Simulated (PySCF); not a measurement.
CH7ClOSi3, SMILES Cl[Si@@H]1[Si@@H](O)[SiH2]C1.

Geometry optimised at B3LYP-D3(BJ)/def2-SVP. The structure was generated by enumeration; whether it is a known compound was not checked. The values are those of a single conformer.

Calculation: SMD-M06-2X/def2-SVP (PySCF).

Solvation free energies are E(SMD) − E(gas) at the gas-phase geometry, for 1 M in both phases. In vacuum the dipole moment is 2.47 D.

```csv
solvent,ΔG(solv) (kcal/mol),its non-electrostatic (CDS) part,dipole (D)
water,-3.0,3.9,3.22
tetrahydrofuran,-4.7,-1.5,3.04
2-propanol,-7.0,-1.1,3.19
```
